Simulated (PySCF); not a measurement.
C5H6BN, SMILES C(C1B(CC=1)N)#C. Coordinates come from a PBE-D3(BJ)/def2-SVP optimisation. This is a generated structure with no PubChem entry under its InChIKey; it may be hypothetical. One conformer was computed; it need not be the lowest.

Method: PySCF 2.14.0 with PBE-D3(BJ)/def2-SVP.

Harmonic wavenumbers (cm⁻¹): 83, 122, 171, 297, 402, 501, 507, 543, 556, 608, 622, 629, 658, 760, 814, 875, 919, 1034, 1049, 1113, 1160, 1219, 1363, 1420, 1551, 1588, 2135, 2963, 3006, 3047, 3409, 3510, 3612. Rotational constants (GHz): 4.619, 1.973, 1.395; symmetry number 1.

Question: Work out the zero-point energy and the ideal-gas rigid-rotor harmonic-oscillator thermochemistry at 298.15 K and 1 atm.

Answer: ZPE = ½ Σ hcν = ½ × 42250 cm⁻¹ = 252.71 kJ/mol. H − E(el) = 274.75 kJ/mol. Entropy in J/(mol K): translation 164.99, rotation 115.59, vibration 70.16, total 350.74. G − E(el) = 170.18 kJ/mol. Cp = 123.72 J/(mol K). Modes under 150 cm⁻¹ make the vibrational entropy uncertain.
